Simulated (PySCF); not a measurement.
InF2Cl, SMILES [F][In]([Cl])[F].

The structure is a stationary point at B3LYP-D3(BJ)/def2-SVP. The def2 effective core potentials stand for the cores of In; spin–orbit coupling is left out.

Computed with TDA-B3LYP/def2-SVPD (PySCF).

Vertical excitations.  State labels are in the subgroup C2v.

Task: List the lowest excited states. (An estimate is asked for; the answer gives what the named calculation found.)

Result: 
```csv
state,symmetry,energy (eV),λ (nm),f,main pairs
S1,B2,4.61,269,0.014,HOMO→LUMO 99 %
S2,B1,4.71,263,0.008,HOMO−1→LUMO 99 %
S3,A2,5.67,219,0.000,HOMO−4→LUMO 99 %
S4,B2,5.67,219,0.016,HOMO−3→LUMO 94 %
S5,A1,5.68,218,0.076,"HOMO−2→LUMO 76 %, HOMO−6→LUMO 19 %"
S6,B1,6.08,204,0.034,HOMO−5→LUMO 99 %
S7,A2,6.45,192,0.000,HOMO→LUMO+1 100 %
S8,A1,6.55,189,0.008,"HOMO−1→LUMO+1 56 %, HOMO−6→LUMO 41 %"
S9,B2,7.12,174,0.056,"HOMO−7→LUMO 64 %, HOMO−4→LUMO+1 32 %"
S10,B1,7.33,169,0.004,HOMO−2→LUMO+1 99 %
T1,B2,4.20,295,0,HOMO→LUMO 99 %
T2,B1,4.33,286,0,HOMO−1→LUMO 99 %
T3,A1,4.91,253,0,HOMO−2→LUMO 98 %
T4,B2,5.20,238,0,HOMO−3→LUMO 97 %
```
Triplets are in the Tamm–Dancoff approximation.
